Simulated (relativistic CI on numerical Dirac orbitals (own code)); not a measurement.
Crystal-field levels of Nd3+, 4f3

Calculated by Dirac-Coulomb-Breit CI, KLI orbitals optimised for each configuration, a model potential for QED, valence Slater integrals scaled by 0.7, one configuration in a parametric crystal field (own radial code).

Field parameters in Wybourne normalisation; cubic f-shell fields have B⁴₄ = √(5/14) B⁴₀ and B⁶₄ = −√(7/2) B⁶₀. The field is a parameter set, without covalency.

S and J are read from ⟨S²⟩ = S(S + 1) and ⟨J²⟩ = J(J + 1) of each level; they are not fictitious spins.

D3d, B20 = -1250, B40 = -960, B43 = -1720, B60 = 20, B63 = 770, B66 = -690 cm⁻¹, the lowest 16 levels:

```tsv
E (cm⁻¹)	Degeneracy	Irrep	S	J
0.0	2	Γ4	1.47	4.51
242	2	Γ5+Γ6	1.47	4.53
427	2	Γ4	1.47	4.52
520	2	Γ4	1.47	4.51
572	2	Γ5+Γ6	1.47	4.51
2074	2	Γ4	1.49	5.49
2141	2	Γ5+Γ6	1.49	5.50
2190	2	Γ4	1.49	5.51
2302	2	Γ4	1.49	5.51
2334	2	Γ5+Γ6	1.49	5.50
2430	2	Γ4	1.49	5.50
3996	2	Γ4	1.49	6.48
4045	2	Γ5+Γ6	1.49	6.49
4125	2	Γ4	1.49	6.51
4233	2	Γ4	1.49	6.51
4275	2	Γ5+Γ6	1.49	6.50
```

Principal g values of the ground doublet: 0.40, 2.91, 2.91.

Oh, B40 = 530, B60 = 610 cm⁻¹, the lowest 10 levels:

```tsv
E (cm⁻¹)	Degeneracy	Irrep	S	J
0.0	4	Γ8	1.47	4.52
310	4	Γ8	1.47	4.51
380	2	Γ6	1.47	4.52
1994	2	Γ7	1.49	5.51
2085	4	Γ8	1.49	5.50
2134	4	Γ8	1.49	5.51
2138	2	Γ6	1.49	5.50
3920	2	Γ7	1.50	6.49
3995	4	Γ8	1.49	6.50
4071	2	Γ6	1.50	6.50
```

C2v, B20 = 330, B22 = 260, B40 = -210, B42 = 530, B44 = 310, B60 = -500, B62 = -260, B64 = -510, B66 = 380 cm⁻¹, the lowest 10 levels:

| E (cm⁻¹) | Degeneracy | S | J |
| --- | --- | --- | --- |
| 0.0 | 2 | 1.47 | 4.51 |
| 76.8 | 2 | 1.47 | 4.51 |
| 188 | 2 | 1.47 | 4.51 |
| 252 | 2 | 1.47 | 4.51 |
| 314 | 2 | 1.47 | 4.51 |
| 1973 | 2 | 1.49 | 5.50 |
| 2001 | 2 | 1.49 | 5.50 |
| 2034 | 2 | 1.49 | 5.50 |
| 2066 | 2 | 1.49 | 5.50 |
| 2088 | 2 | 1.49 | 5.51 |

Principal g values of the ground doublet: 0.76, 2.09, 3.16.

The next free-ion level lies 1871 cm⁻¹ above the lowest; the field splits the ground level into components whose J stays near 9/2 as long as their spread is small against that gap.

Levels of this model without a field, named by their leading LS term (the scale mimics covalency, so terms lie below those of the real free ion): ⁴I°9/2 0, ⁴I°11/2 1871, ⁴I°13/2 3822, ⁴I°15/2 5811, ²H°9/2 10787, ⁴F°3/2 10869, ⁴F°5/2 11921, ⁴S°3/2 12707 cm⁻¹.
